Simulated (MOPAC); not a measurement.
Input for MOPAC: PM7 on H3ISi (SMILES [SiH3]I), a point of a bond scan (R = 2.951 Å).

```
PM7 1SCF PRECISE CHARGE=0 THREADS=1
H3ISi

Si    -1.84126013 1     0.04895944 1     0.01805362 1
I      1.10853716 1    -0.02947621 1    -0.01086925 1
H     -2.27291161 1     1.42565033 1    -0.29297882 1
H     -2.30384190 1    -0.34792819 1     1.36224122 1
H     -2.34153163 1    -0.89376368 1    -1.00142836 1
```

The log:

```
*******************************************************************************
 **                                                                           **
 **                              MOPAC v23.2.5                                **
 **                                                                           **
 *******************************************************************************
 ** MOPAC's Digital Object Identifier: https://doi.org/10.5281/zenodo.6511958 **
 **                                                                           **
 ** Please cite the open-source release paper for use of this MOPAC version:  **
 ** J. E. Moussa and J. J. P. Stewart (2026)                                  **
 ** MOPAC: An open-source semiempirical molecular orbital program             **
 ** J. Open Source Softw., 11(119), 8025, https://doi.org/10.21105/joss.08025 **
 *******************************************************************************

                              PM7 CALCULATION RESULTS

 *******************************************************************************
 *  PM7        - The PM7 Hamiltonian to be used
 *
 *
 *
 *                 CHARGE ON SYSTEM = 0
 *
 *
 *
 *  PRECISE    - TIGHTER CRITERIA TO BE USED
 *  1SCF       - DO 1 SCF AND THEN STOP
 *  THREADS=1  - MULTI-THREADING NOT USED
 *  T=         - A TIME OF 172800.0 SECONDS REQUESTED
 *  DUMP=N     - RESTART FILE WRITTEN EVERY 7200.0 SECONDS REQUESTED
 *******************************************************************************
PM7 1SCF PRECISE CHARGE=0 THREADS=1
 H3ISi

   ATOM   CHEMICAL          X               Y               Z
  NUMBER   SYMBOL      (ANGSTROMS)     (ANGSTROMS)     (ANGSTROMS)

     1      Si         -1.84126013  *   0.04895944  *   0.01805362  *
     2       I          1.10853716  *  -0.02947621  *  -0.01086925  *
     3       H         -2.27291161  *   1.42565033  *  -0.29297882  *
     4       H         -2.30384190  *  -0.34792819  *   1.36224122  *
     5       H         -2.34153163  *  -0.89376368  *  -1.00142836  *



          CARTESIAN COORDINATES

    NO.       ATOM           X           Y           Z

     1        Si         -1.8413      0.0490      0.0181
     2         I          1.1085     -0.0295     -0.0109
     3         H         -2.2729      1.4257     -0.2930
     4         H         -2.3038     -0.3479      1.3622
     5         H         -2.3415     -0.8938     -1.0014

 General Reference for PM7:
 "Optimization of Parameters for Semiempirical Methods VI: More Modifications to the
 NDDO Approximations and Re-optimization of Parameters", J. J. P. Stewart, J. Mol. Mod., 1:32, 19 (2013)
 https://link.springer.com/article/10.1007/s00894-012-1667-x

           Empirical Formula: H3 Si I  =     5 atoms



      MOLECULAR POINT GROUP   :   C3v


      RHF CALCULATION, NO. OF DOUBLY OCCUPIED LEVELS = 7


 -------------------------------------------------------------------------------
 PM7 1SCF PRECISE CHARGE=0 THREADS=1
 H3ISi



     1SCF WAS SPECIFIED, SO BFGS WAS NOT USED
     SCF FIELD WAS ACHIEVED


                              PM7 CALCULATION
                                                       MOPAC v23.2.5 Linux




          FINAL HEAT OF FORMATION =         28.57156 KCAL/MOL =     119.54341 KJ/MOL


          COSMO AREA              =        117.78 SQUARE ANGSTROMS
          COSMO VOLUME            =        107.89 CUBIC ANGSTROMS

          IONIZATION POTENTIAL    =          9.107475 EV
          HOMO LUMO ENERGIES (EV) =         -9.107 -1.939
          NO. OF FILLED LEVELS    =          7
          MOLECULAR WEIGHT        =        158.0137         POINT GROUP:  C3v

          MOLECULAR DIMENSIONS (Angstroms)

            Atom       Atom       Distance
            H     4    I     2     3.69204
            H     3    H     5     2.42617
            H     4    H     3     1.94403


          SCF CALCULATIONS        =          1





   ATOM   CHEMICAL          X               Y               Z
  NUMBER   SYMBOL      (ANGSTROMS)     (ANGSTROMS)     (ANGSTROMS)

     1      Si         -1.84126013  *   0.04895944  *   0.01805362  *
     2       I          1.10853716  *  -0.02947621  *  -0.01086925  *
     3       H         -2.27291161  *   1.42565033  *  -0.29297882  *
     4       H         -2.30384190  *  -0.34792819  *   1.36224122  *
     5       H         -2.34153163  *  -0.89376368  *  -1.00142836  *

                             CARTESIAN COORDINATES

   1   Si       -1.841260130     0.048959440     0.018053620
   2    I        1.108537160    -0.029476210    -0.010869250
   3    H       -2.272911610     1.425650330    -0.292978820
   4    H       -2.303841900    -0.347928190     1.362241220
   5    H       -2.341531630    -0.893763680    -1.001428360


           Empirical Formula: H3 Si I  =     5 atoms



      MOLECULAR POINT GROUP   :   C3v


                  EIGENVALUES
 -22.05406 -18.64333 -13.72510 -13.72510 -10.11285  -9.10747  -9.10747  -1.93857
   1.42696   1.42696   5.78293  19.62349  19.62349  20.33723  20.45965  20.45965
 125.81880 125.85071 125.85071 126.12314 126.12314


              NET ATOMIC CHARGES AND DIPOLE CONTRIBUTIONS

  ATOM NO.   TYPE          CHARGE      No. of ELECS.   s-Pop       p-Pop       d-Pop
    1         Si           0.151589        3.8484     0.97937     2.76117     0.10787
    2          I          -0.305434        7.3054     1.95177     5.35187     0.00179
    3          H           0.051281        0.9487     0.94872
    4          H           0.051281        0.9487     0.94872
    5          H           0.051281        0.9487     0.94872
 DIPOLE           X         Y         Z       TOTAL
 POINT-CHG.    -4.671     0.124     0.046     4.673
 HYBRID         0.472    -0.013    -0.005     0.472
 SUM           -4.199     0.112     0.041     4.201


          ATOMIC ORBITAL ELECTRON POPULATIONS

     Atom    s        px        py        pz      x^2-y^2     xz        z^2       yz        xy
    1 Si   0.97937   0.65929   1.05082   1.05106   0.03590   0.01417   0.02530   0.01909   0.01341
    2  I   1.95177   1.36661   1.99244   1.99282   0.00104   0.00020   0.00035   0.00000   0.00020
    3  H   0.94872
    4  H   0.94872
    5  H   0.94872

 **********************
 *                    *
 * JOB ENDED NORMALLY *
 *                    *
 **********************




 == MOPAC DONE ==
```

The run finished.

Cost: around 0.03 core-seconds (rough).
